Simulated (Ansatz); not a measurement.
Spin states of PtAu₂, each relaxed with B3LYP-D4/def2-TZVP in Ansatz. Electronic energies in the gas phase.

In the def2 sets Au, Pt take a core potential; there is no spin–orbit coupling. LC-ωPBE has ω = 0.4 bohr⁻¹. B3LYP takes the VWN-RPA correlation. Correlated methods freeze no core orbitals; core or outer-core shells of Pt, Au are correlated, in sets that lack core-valence functions. HOMO above LUMO, or a gap near zero within one spin, warns that the state may not be the lowest or that an electron is smeared out. The structure comes from a short search, and lower isomers may exist.

Singlet geometry (C2v within 0.1 Å):

Cartesian coordinates in Å:
```
Pt -1.102 -0.915 -0.009
Au 1.409 -0.581 0.484
Au -0.308 1.496 -0.475
```

Triplet geometry:

Cartesian coordinates in Å:
```
Pt -0.968 0.515 0.944
Au 0.168 0.828 -1.371
Au 0.801 -1.343 0.427
```

Quintet geometry:

```csv
atom,x (Å),y (Å),z (Å)
Pt1,-0.962,1.011,0.612
Au2,0.579,-1.135,0.889
Au3,0.382,0.124,-1.501
```

⟨S²⟩: triplet 2.02 at PBE0-D4/def2-TZVP (pure 2.00), quintet 6.02 at PBE0-D4/def2-TZVP (pure 6.00).

Run but left out: HF/def2-TZVP, PBE-QIDH/def2-TZVP, MP2/def2-TZVP, CCSD/def2-TZVP, CCSD(T)/def2-TZVP (singlet: restricted singlet, unstable towards broken spin symmetry); LDA (SPW92)/def2-TZVP (triplet: an occupied level 0.05 eV above an empty one); BHLYP-D4/def2-TZVP, B2PLYP/def2-TZVP (singlet: restricted singlet, unstable in another Hartree–Fock run and untested here); LDA (SPW92)/def2-TZVP (quintet: an occupied level 0.06 eV above an empty one).

Only these spin states were relaxed.

```
               level  triplet − singlet (kJ/mol)  quintet − singlet (kJ/mol)  lowest of these                                                                  remarks
   BLYP-D4/def2-TZVP                        75.7                       190.4          singlet  gap within one spin near zero (triplet), restricted, untested (singlet)
    B97M-V/def2-TZVP                        77.8                       185.5          singlet                                                                        –
r2SCANh-D4/def2-TZVP                        72.4                       154.6          singlet                                                                        –
   LC-ωPBE/def2-TZVP                        73.3                       193.2          singlet                                                                        –
```

Question: Estimate the rows for r2SCAN-D4/def2-TZVP, B3LYP-D4/def2-TZVP, PBE0-D4/def2-TZVP, RPA@PBE/def2-TZVP.

Answer: 
```
              level  triplet − singlet (kJ/mol)  quintet − singlet (kJ/mol)  lowest of these
r2SCAN-D4/def2-TZVP                        72.7                       152.6          singlet
 B3LYP-D4/def2-TZVP                        79.1                       196.2          singlet
  PBE0-D4/def2-TZVP                        81.0                       192.4          singlet
  RPA@PBE/def2-TZVP                        64.5                       168.0          singlet
```
